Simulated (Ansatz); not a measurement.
```yaml
crystal:
  periodic: [false, false, false]
  atoms:
    - {symbol: C, position_ang: [-1.840672, -2.333580, 0.802634]}
    - {symbol: C, position_ang: [-2.507740, -1.040867, 0.676708]}
    - {symbol: C, position_ang: [-1.753576, -0.026280, -0.214883]}
    - {symbol: C, position_ang: [-1.085670, -0.307168, -1.406153]}
    - {symbol: C, position_ang: [-0.588387, 0.911034, -1.905098]}
    - {symbol: C, position_ang: [-0.883689, 1.917432, -1.108939]}
    - {symbol: C, position_ang: [-1.631096, 1.323285, 0.005310]}
    - {symbol: Hf, position_ang: [0.722248, 0.477132, 0.178879]}
    - {symbol: N, position_ang: [0.307343, 0.381186, 2.182390]}
    - {symbol: O, position_ang: [1.706566, -1.138549, -0.210593]}
    - {symbol: C, position_ang: [2.010713, -2.481446, -0.665120]}
    - {symbol: O, position_ang: [2.064407, 1.876860, -0.033582]}
    - {symbol: C, position_ang: [2.703759, 3.093977, -0.251840]}
    - {symbol: H, position_ang: [-2.403001, -3.029885, 1.484981]}
    - {symbol: H, position_ang: [-0.861827, -2.282123, 1.295150]}
    - {symbol: H, position_ang: [-1.698509, -2.795538, -0.186800]}
    - {symbol: H, position_ang: [-3.537148, -1.091499, 0.289001]}
    - {symbol: H, position_ang: [-2.585804, -0.542602, 1.729356]}
    - {symbol: H, position_ang: [-0.946563, -1.247046, -1.844822]}
    - {symbol: H, position_ang: [-0.009339, 0.992717, -2.828464]}
    - {symbol: H, position_ang: [-0.677484, 2.958535, -1.174143]}
    - {symbol: H, position_ang: [-2.013715, 1.922679, 0.855113]}
    - {symbol: H, position_ang: [-0.546765, 0.488965, 2.634293]}
    - {symbol: H, position_ang: [1.062765, 0.148895, 2.795649]}
    - {symbol: H, position_ang: [1.304988, -2.823842, -1.400642]}
    - {symbol: H, position_ang: [2.990159, -2.521040, -1.004329]}
    - {symbol: H, position_ang: [1.957405, -3.072697, 0.260607]}
    - {symbol: H, position_ang: [2.927398, 3.618149, 0.713225]}
    - {symbol: H, position_ang: [3.764251, 2.871309, -0.592103]}
    - {symbol: H, position_ang: [2.219509, 3.798995, -0.914781]}
basis:
  gaussian: {orbitals: def2-mTZVPP}
hamiltonian: {xc: {name: CCSD(T)}, dispersion: d3bjatm}
accuracy: high
```

```sh
$ ansatz run in.yaml --threads 11 --pin off --events-out ev --progress --plain --max-ram 110592MiB --backend cuda --devices 0, --max-vram 75GiB
```

Output, abridged:

```
Error: YAML parse error: error: line 36 column 19: hamiltonian.xc: no functional is named "CCSD(T)"; the names, which are not case-sensitive, are SVWN5, SPW92, PBE, PBE0, PBEsol, revPBE, revPBE0, RPBE, rPW86-PBE, HSE06, wPBEh, LC-wPBE, HISS, HF, BLYP, B3LYP, B3LYP5, BHLYP, CAM-B3LYP, r2SCAN, r2SCANh, r2SCAN0, r2SCAN50, m-r2SCAN, B97, wB97, wB97X, wB97X-V, B97M-V, wB97M-V, B2PLYP, B2GP-PLYP, PBE0-DH, PBE-QIDH
34 | basis:
35 |   gaussian: {orbitals: def2-mTZVPP}
36 | hamiltonian: {xc: {name: CCSD(T)}, dispersion: d3bjatm}
37 | accuracy: high
```

Something in this input is off. What?

The method's name isn't one that the program takes here. The program refused the input.

HSE06 is defined as in plane-wave codes.
